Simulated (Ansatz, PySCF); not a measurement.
CH4F2GaN, SMILES C[NH][Ga]([F])[F].

Geometry optimised at PBE-D3(BJ)/def2-SVP. The structure was generated by enumeration; whether it is a known compound was not checked. One conformer was computed; it need not be the lowest.

Vertical ionisation energy (IE) and electron affinity (EA) in eV. Rows of orbital energies are one-electron estimates. Where ΔSCF, EOM or ADC give a negative EA the extra electron is unbound and the value depends on the basis.

| level | IE | EA |
|---|---|---|
| −ε(HOMO), −ε(LUMO), CAM-B3LYP/def2-TZVP (PySCF) | 8.89 | 0.31 |
| −ε(HOMO), −ε(LUMO), PBE/def2-TZVP (PySCF) | 6.08 | 2.22 |
| ΔSCF, CAM-B3LYP/def2-SVPD (Ansatz), final states of multiplicity 2 and 2 | … | … |
| ΔSCF, PBE/def2-SVPD (Ansatz), final states of multiplicity 2 and 2 | 9.66 | 0.07 |

Task: Some entries are withheld; supply them. (An estimate is asked for; the answer gives what the named calculation found.)

Result: 
- ΔSCF, CAM-B3LYP/def2-SVPD (Ansatz, a first-principles code), final states of multiplicity 2 and 2, IE: 9.90
- ΔSCF, CAM-B3LYP/def2-SVPD (Ansatz), final states of multiplicity 2 and 2, EA: -0.09

Task: What vertical singlet–triplet gap does ΔSCF give with CAM-B3LYP/def2-SVPD (Ansatz) and with PBE/def2-SVPD (Ansatz)? (An estimate is asked for; the answer gives what the named calculation found.)

Result: 4.56 and 4.26 eV (triplet above singlet where positive).
